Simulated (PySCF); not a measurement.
B3LYP has the VWN-RPA correlation part, as in Gaussian. Excitations are Tamm–Dancoff values on a coarser integration grid. The basis has no diffuse functions, so Rydberg states are missing or too high.

Z-matrix (Å, degrees):
```
C
H 1 1.0904
H 1 1.0930 2 107.82
C 1 1.4921 2 110.74 3 122.10
C 4 1.3268 1 124.41 2 2.57
H 5 1.0823 4 121.63 1 179.40
H 5 1.0842 6 116.85 4 179.64
H 4 1.0857 5 119.33 6 -0.23
S 1 1.8320 2 105.22 3 -114.47
C 9 1.8127 1 100.28 2 165.91
H 10 1.0891 9 106.71 1 -175.68
H 10 1.0893 11 108.59 9 120.71
H 10 1.0906 11 108.81 12 119.59
```
Charge 0, spin multiplicity 1.

Question: Give the HOMO, S1 oscillator strength, S1 excitation (TDA), S1–T1 gap (TDA) and dipole moment at the level B3LYP-D3(BJ)/def2-TZVP in PySCF 2.14.0.

Answer: 
| Item | Value |
|---|---|
| HOMO | -6.09 eV |
| S1 oscillator strength | 0.012 |
| S1 excitation (TDA) | 4.79 eV |
| S1–T1 gap (TDA) | 0.55 eV |
| dipole moment | 1.46 D |
